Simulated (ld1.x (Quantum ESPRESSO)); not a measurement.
**Rb: variants of one TM semilocal potential**

Base potential:

```json
{
  "Element": "Rb",
  "Generator": "ld1.x (Quantum ESPRESSO) 7.5",
  "Type": "norm-conserving Troullier–Martins (semilocal form)",
  "Functional": "LDA (PZ)",
  "Relativity": "scalar-relativistic",
  "Frozen core": "[Ar] 3d10",
  "Valence charge": "9",
  "Reference configuration": "4s2 4p6 5s1 5p0",
  "Partial waves": "4s (bound): rc 2.05 bohr; 4p (bound): rc 1.70 bohr; 4d channel at 0.15 Ry: rc 2.10 bohr",
  "Local potential": "the d channel",
  "Core correction": "none"
}
```

Occupied shells without a wave of their own: 5s. They enter only through the test configuration that unscreens the potential.

Cutoffs, loose and tight: the cutoffs (Ry, on a coarse ladder) from which the occupation-weighted sum of valence levels, in a spherical-Bessel basis at the reference potential, stays within 10 and 1 mRy of its value at 400 Ry. They do not see the model core or the augmentation charge, which bear on the density cutoff. Test errors are all-electron minus pseudo excitation energies from the reference, over the configurations 4s2 4p6 5s0 5p0; 4s2 4p6 5s0.5 5p0; 4s2 4p6 5s0 5p1; 4s1 4p6 5s1 5p0; 4s2 4p5 5s1 5p0 (two spin-polarised tests are not counted in the largest error). A dash means not determined; rows that change the core or the reference have their own tests. The largest error is taken over the tests solved by every variant that gives reliable tests at all: 4s1 4p6 5s1 5p0; 4s2 4p5 5s1 5p0; 4s2 4p6 5s0 5p0; 4s2 4p6 5s0.5 5p0.

A semilocal file is local in each channel, so a ghost entry of none says nothing of the separable form that plane-wave codes build from it.

```tsv
change	outcome	cutoff, loose	cutoff, tight	bound ghosts	largest test error (meV)
base	generated, misses its reference levels by 0.16 eV	35 Ry	70 Ry	none	-261
all radii scaled by about 0.75 (s 1.54, p 1.28, d 1.58 bohr)	generated	70 Ry	120 Ry	none	-40
all radii scaled by about 0.84 (s 1.72, p 1.42, d 1.76 bohr)	generated	45 Ry	80 Ry	none	-80
all radii scaled by about 0.93 (s 1.92, p 1.58, d 1.96 bohr)	generated	40 Ry	70 Ry	none	-190
all radii scaled by about 1.06 (s 2.18, p 1.80, d 2.22 bohr)	generated, misses its reference levels by 0.25 eV	30 Ry	55 Ry	none	-407
all radii scaled by about 1.16 (s 2.38, p 1.98, d 2.44 bohr)	generated, misses its reference levels by 0.36 eV	25 Ry	35 Ry	none	-604
all radii scaled by about 1.31 (s 2.68, p 2.22, d 2.74 bohr)	generated, misses its reference levels by 0.62 eV	15 Ry	30 Ry	none	-1017
all radii scaled by about 1.37 (s 2.82, p 2.34, d 2.88 bohr)	generated, misses its reference levels by 0.72 eV	15 Ry	25 Ry	none	-1177
```

What comes out with this change to the base: all radii scaled by about 1.22 (s 2.50, p 2.08, d 2.56 bohr)?

outcome: generated, misses its reference levels by 0.46 eV; cutoff, loose: 21 Ry; cutoff, tight: 30 Ry; bound ghosts: none; largest test error (meV): -760.

Reading the sweep of the scale of all radii (base = 1) (base included, trends over the rows without a ghost): The loose cutoff falls from 70 Ry at 0.75 to 15 Ry at 1.37. A larger radius leaves more room for a smooth pseudo-wave, so fewer plane waves are needed; a smaller one forces it to follow the all-electron wave where it bends sharply.
